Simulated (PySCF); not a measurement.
Molecule: `C[C@@H](CO)OC=O`, C₄H₈O₃.

Bonds (- single, = double, # triple, : aromatic): C1-C2, C2-C3, C3-O4, C2-O5, O5-C6, C6=O7. C1 carries H8, H9, H10; C2 carries H11; C3 carries H12, H13; O4 carries H14; C6 carries H15. Stereochemistry as in C[C@@H](CO)OC=O. H13 is pro-R; H12 is pro-S.

Frames of a GFN2-xTB Langevin trajectory at 300 K; GIAO PBE0/pcSseg-1 shieldings in PySCF, gas phase, non-relativistic; equivalent atoms averaged within each frame.

δ = σ(ref) − σ, references computed at the same level: ¹³C (σref 186.93), ¹H (σref 31.72) against TMS; ¹⁷O (σref 336.08) vs H2O. The references are static minima.

Q: How do the shifts (ppm) fluctuate along the trajectory?

A: 
```
         time (fs)     C6    C3    C2    C1     O7     O5    O4   H15   H11   H12
               250  160.9  73.7  68.1  18.2  435.8  227.4  19.4  8.03  5.72  3.95
               425  167.4  69.9  71.1  22.6  454.5  221.6  11.1  8.28  4.15  5.93
               625  168.3  65.1  83.8  13.3  458.4  246.6   4.7  8.48  6.60  4.29
               800  174.0  79.0  73.0  16.5  495.8  238.9  21.4  9.01  6.35  4.42
              1000  165.1  79.7  78.0  15.0  450.2  228.9  18.8  8.50  5.96  4.98
    mean of frames  167.2  73.5  74.8  17.1  458.9  232.7  15.1  8.46  5.76  4.71
standard deviation    4.8   6.2   6.2   3.6   22.3   10.0   7.0  0.36  0.96  0.77
```

5 frames give an uncertainty of the mean of about the standard deviation over 2.2 at best, since frames this close in time may not be independent; classical motion lacks zero-point vibration, and the reference would need the same averaging.
